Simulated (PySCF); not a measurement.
C7H7, doublet, geometry from GFN2-xTB; TPSS/cc-pVDZ run with PySCF.

The PySCF input:
```python
from pyscf import gto, scf, dft

mol = gto.M(
    atom='''
C    -0.89778043    0.15488425    0.97499411
C     0.46716380   -0.48685912    0.94638473
C     0.18622297   -1.42099308   -0.23235430
C    -0.61151819   -0.76617072   -1.07094200
C    -0.87271838    0.61297734   -0.46210311
C     0.47160366    1.32455472   -0.46460967
C     1.26622321    0.67229473    0.37069659
H    -1.75834957   -0.28649947    1.44898567
H     0.85657718   -0.95333849    1.84522476
H     0.59435134   -2.41031444   -0.32200658
H    -1.01378264   -1.09028466   -2.01248144
H    -1.71921612    1.16099023   -0.86245625
H     0.68949360    2.17690191   -1.07908083
H     2.29574645    0.85841625    0.60941658
''',
    basis='cc-pvdz',
    spin=1,
    verbose=4,
)

mf = dft.UKS(mol)
mf.xc = 'tpss'
mf.kernel()
mf.analyze()
```

What the program printed (banner, timings and long lists left out):

```
PySCF version 2.14.0

[INPUT] verbose = 4
[INPUT] num. atoms = 14
[INPUT] num. electrons = 49
[INPUT] charge = 0
[INPUT] spin (= nelec alpha-beta = 2S) = 1
[INPUT] symmetry False subgroup None
[INPUT] Mole.unit = angstrom
[INPUT] Symbol           X                Y                Z      unit          X                Y                Z       unit  Magmom
[...]
nuclear repulsion = 279.889009401436
number of shells = 56
number of NR pGTOs = 231
number of NR cGTOs = 133
basis = cc-pvdz
ecp = {}

******** <class 'pyscf.dft.uks.UKS'> ********
method = UKS
initial guess = minao
damping factor = 0
level_shift factor = 0
DIIS = <class 'pyscf.scf.diis.CDIIS'>
diis_start_cycle = 1
diis_space = 8
diis_damp = 0
SCF conv_tol = 1e-09
SCF conv_tol_grad = None
SCF max_cycles = 50
direct_scf = True
direct_scf_tol = 1e-13
number electrons alpha = 25  beta = 24
XC library pyscf.dft.libxc version 7.1.2
    S. Lehtola, C. Steigemann, M. J. T. Oliveira, and M. A. L. Marques,  SoftwareX 7, 1–5 (2018)
XC functionals = tpss
    J. Tao, J. P. Perdew, V. N. Staroverov, and G. E. Scuseria,  Phys. Rev. Lett. 91, 146401 (2003)
    J. P. Perdew, J. Tao, V. N. Staroverov, and G. E. Scuseria,  J. Chem. Phys. 120, 6898 (2004)
    J. Tao, J. P. Perdew, V. N. Staroverov, and G. E. Scuseria,  Phys. Rev. Lett. 91, 146401 (2003)
    J. P. Perdew, J. Tao, V. N. Staroverov, and G. E. Scuseria,  J. Chem. Phys. 120, 6898 (2004)
radial grids:
    Treutler-Ahlrichs [JCP 102, 346 (1995); DOI:10.1063/1.469408] (M4) radial grids

becke partition: Becke, JCP 88, 2547 (1988); DOI:10.1063/1.454033
pruning grids: <function nwchem_prune>
grids dens level: 3
symmetrized grids: False
atomic radii adjust function: <function treutler_atomic_radii_adjust>
small_rho_cutoff = 0
Set gradient conv threshold to 3.16228e-05
tot grids = 167488
init E= -271.827252726996

cycle= 1 E= -270.81734689705  delta_E= 1.01  |g|= 0.322  |ddm|= 2.74
cycle= 2 E= -270.765055875747  delta_E= 0.0523  |g|= 0.462  |ddm|= 0.935
cycle= 3 E= -270.879209040778  delta_E= -0.114  |g|= 0.047  |ddm|= 0.621
cycle= 4 E= -270.880111380728  delta_E= -0.000902  |g|= 0.0199  |ddm|= 0.062
cycle= 5 E= -270.88028551562  delta_E= -0.000174  |g|= 0.00836  |ddm|= 0.028
cycle= 6 E= -270.880324463234  delta_E= -3.89e-05  |g|= 0.00231  |ddm|= 0.0107
cycle= 7 E= -270.880327120636  delta_E= -2.66e-06  |g|= 0.0012  |ddm|= 0.00395
cycle= 8 E= -270.88032802376  delta_E= -9.03e-07  |g|= 0.000294  |ddm|= 0.00148
cycle= 9 E= -270.880328075765  delta_E= -5.2e-08  |g|= 0.000119  |ddm|= 0.000527
cycle= 10 E= -270.880328078991  delta_E= -3.23e-09  |g|= 0.000103  |ddm|= 0.00023
cycle= 11 E= -270.880328083921  delta_E= -4.93e-09  |g|= 4.63e-05  |ddm|= 0.000133
cycle= 12 E= -270.880328084984  delta_E= -1.06e-09  |g|= 1.76e-05  |ddm|= 6.02e-05
cycle= 13 E= -270.880328085165  delta_E= -1.81e-10  |g|= 3.26e-06  |ddm|= 2.26e-05
Extra cycle  E= -270.880328085163  delta_E= 2.27e-12  |g|= 4.1e-06  |ddm|= 7.88e-06
converged SCF energy = -270.880328085163  <S^2> = 0.75396707  2S+1 = 2.0039631
**** SCF Summaries ****
Total Energy =                        -270.880328085163001
Nuclear Repulsion Energy =             279.889009401436397
One-electron Energy =                 -918.251917559038588
Two-electron Energy =                  367.482580072439134
Two-electron Coulomb Energy =          408.222217076118795
DFT Exchange-Correlation Energy =      -40.739637003679654
**** MO energy ****
                             alpha | beta                alpha | beta
[...]
To work with the spin densities directly, `use mulliken_meta_spin()` only printing them here.

 ** Mulliken spin pop alpha/beta on meta-lowdin orthogonal AOs **
 ** Mulliken Spin Density (per AO)  **
spin_pop of  0 C 1s       -0.00001
spin_pop of  0 C 2s        0.07868
spin_pop of  0 C 3s        0.00125
spin_pop of  0 C 2px       0.03259
spin_pop of  0 C 2py       0.56707
spin_pop of  0 C 2pz       0.24216
spin_pop of  0 C 3px      -0.00012
spin_pop of  0 C 3py       0.00438
spin_pop of  0 C 3pz       0.00226
spin_pop of  0 C 3dxy     -0.00015
spin_pop of  0 C 3dyz     -0.00036
spin_pop of  0 C 3dz^2    -0.00024
spin_pop of  0 C 3dxz     -0.00004
spin_pop of  0 C 3dx2-y2   -0.00030
spin_pop of  1 C 1s        0.00000
spin_pop of  1 C 2s       -0.00481
spin_pop of  1 C 3s        0.00005
spin_pop of  1 C 2px      -0.01593
spin_pop of  1 C 2py      -0.00751
spin_pop of  1 C 2pz      -0.00336
spin_pop of  1 C 3px       0.00008
spin_pop of  1 C 3py       0.00013
spin_pop of  1 C 3pz       0.00012
spin_pop of  1 C 3dxy     -0.00002
spin_pop of  1 C 3dyz      0.00022
spin_pop of  1 C 3dz^2    -0.00001
spin_pop of  1 C 3dxz      0.00008
spin_pop of  1 C 3dx2-y2    0.00021
spin_pop of  2 C 1s       -0.00000
spin_pop of  2 C 2s        0.01170
spin_pop of  2 C 3s        0.00010
spin_pop of  2 C 2px       0.00791
spin_pop of  2 C 2py       0.00046
spin_pop of  2 C 2pz       0.04055
spin_pop of  2 C 3px      -0.00009
spin_pop of  2 C 3py       0.00003
spin_pop of  2 C 3pz       0.00033
spin_pop of  2 C 3dxy      0.00007
spin_pop of  2 C 3dyz     -0.00002
spin_pop of  2 C 3dz^2     0.00005
spin_pop of  2 C 3dxz      0.00015
spin_pop of  2 C 3dx2-y2    0.00002
spin_pop of  3 C 1s       -0.00000
spin_pop of  3 C 2s        0.01170
spin_pop of  3 C 3s        0.00010
spin_pop of  3 C 2px       0.02816
spin_pop of  3 C 2py       0.00439
spin_pop of  3 C 2pz       0.01639
spin_pop of  3 C 3px       0.00034
spin_pop of  3 C 3py      -0.00007
spin_pop of  3 C 3pz      -0.00001
spin_pop of  3 C 3dxy      0.00005
spin_pop of  3 C 3dyz      0.00017
spin_pop of  3 C 3dz^2     0.00004
spin_pop of  3 C 3dxz     -0.00001
spin_pop of  3 C 3dx2-y2    0.00003
spin_pop of  4 C 1s        0.00000
spin_pop of  4 C 2s       -0.00481
spin_pop of  4 C 3s        0.00005
spin_pop of  4 C 2px      -0.00108
spin_pop of  4 C 2py      -0.00683
spin_pop of  4 C 2pz      -0.01889
spin_pop of  4 C 3px       0.00004
spin_pop of  4 C 3py       0.00013
spin_pop of  4 C 3pz       0.00017
spin_pop of  4 C 3dxy     -0.00000
spin_pop of  4 C 3dyz      0.00051
spin_pop of  4 C 3dz^2    -0.00002
spin_pop of  4 C 3dxz     -0.00001
spin_pop of  4 C 3dx2-y2   -0.00001
spin_pop of  5 C 1s       -0.00000
spin_pop of  5 C 2s        0.00126
spin_pop of  5 C 3s        0.00002
spin_pop of  5 C 2px       0.00606
spin_pop of  5 C 2py       0.00140
spin_pop of  5 C 2pz       0.00348
spin_pop of  5 C 3px      -0.00000
spin_pop of  5 C 3py       0.00001
spin_pop of  5 C 3pz       0.00001
spin_pop of  5 C 3dxy      0.00001
spin_pop of  5 C 3dyz      0.00001
spin_pop of  5 C 3dz^2     0.00001
spin_pop of  5 C 3dxz      0.00006
spin_pop of  5 C 3dx2-y2    0.00000
spin_pop of  6 C 1s       -0.00000
spin_pop of  6 C 2s        0.00126
spin_pop of  6 C 3s        0.00002
spin_pop of  6 C 2px       0.00253
spin_pop of  6 C 2py      -0.00054
spin_pop of  6 C 2pz       0.00896
spin_pop of  6 C 3px       0.00006
spin_pop of  6 C 3py      -0.00002
spin_pop of  6 C 3pz      -0.00003
spin_pop of  6 C 3dxy      0.00001
spin_pop of  6 C 3dyz      0.00002
spin_pop of  6 C 3dz^2     0.00002
spin_pop of  6 C 3dxz      0.00004
spin_pop of  6 C 3dx2-y2   -0.00000
spin_pop of  7 H 1s       -0.01631
spin_pop of  7 H 2s        0.00027
spin_pop of  7 H 2px      -0.00010
spin_pop of  7 H 2py       0.00014
spin_pop of  7 H 2pz       0.00030
spin_pop of  8 H 1s        0.00172
spin_pop of  8 H 2s        0.00004
spin_pop of  8 H 2px       0.00000
spin_pop of  8 H 2py       0.00001
spin_pop of  8 H 2pz      -0.00000
spin_pop of  9 H 1s        0.00061
spin_pop of  9 H 2s        0.00002
spin_pop of  9 H 2px       0.00000
spin_pop of  9 H 2py       0.00000
spin_pop of  9 H 2pz       0.00009
spin_pop of  10 H 1s        0.00060
spin_pop of  10 H 2s        0.00002
spin_pop of  10 H 2px       0.00011
spin_pop of  10 H 2py      -0.00000
spin_pop of  10 H 2pz      -0.00001
spin_pop of  11 H 1s        0.00172
spin_pop of  11 H 2s        0.00004
spin_pop of  11 H 2px       0.00001
spin_pop of  11 H 2py       0.00000
spin_pop of  11 H 2pz       0.00000
spin_pop of  12 H 1s       -0.00107
spin_pop of  12 H 2s       -0.00001
spin_pop of  12 H 2px       0.00001
spin_pop of  12 H 2py       0.00001
spin_pop of  12 H 2pz       0.00001
spin_pop of  13 H 1s       -0.00107
spin_pop of  13 H 2s       -0.00001
spin_pop of  13 H 2px      -0.00000
spin_pop of  13 H 2py      -0.00000
spin_pop of  13 H 2pz       0.00003
 ** Mulliken Spin Density (per atom)  **
spin density of  0 C =      0.92716
spin density of  1 C =     -0.03075
spin density of  2 C =      0.06126
spin density of  3 C =      0.06127
spin density of  4 C =     -0.03075
spin density of  5 C =      0.01232
spin density of  6 C =      0.01232
spin density of  7 H =     -0.01570
spin density of  8 H =      0.00177
spin density of  9 H =      0.00072
spin density of  10 H =      0.00072
spin density of  11 H =      0.00177
spin density of  12 H =     -0.00105
spin density of  13 H =     -0.00105
 ** Mulliken pop alpha/beta on meta-lowdin orthogonal AOs **
 ** Mulliken pop       alpha | beta **
In total            25.00000 | 24.00000
 ** Mulliken atomic charges   ( Nelec_alpha | Nelec_beta ) **
charge of  0C =     -0.11022  (     3.51869      2.59153 )
charge of  1C =     -0.08072  (     3.02499      3.05574 )
charge of  2C =     -0.10833  (     3.08479      3.02354 )
charge of  3C =     -0.10834  (     3.08480      3.02354 )
charge of  4C =     -0.08072  (     3.02499      3.05573 )
charge of  5C =     -0.11167  (     3.06199      3.04968 )
charge of  6C =     -0.11167  (     3.06199      3.04967 )
charge of  7H =      0.09732  (     0.44349      0.45919 )
charge of  8H =      0.09501  (     0.45338      0.45161 )
charge of  9H =      0.10645  (     0.44714      0.44641 )
charge of  10H =      0.10645  (     0.44714      0.44641 )
charge of  11H =      0.09501  (     0.45338      0.45161 )
charge of  12H =      0.10572  (     0.44661      0.44767 )
charge of  13H =      0.10572  (     0.44661      0.44767 )
Dipole moment(X, Y, Z, Debye):  0.07286, -0.50389, -0.46265
```
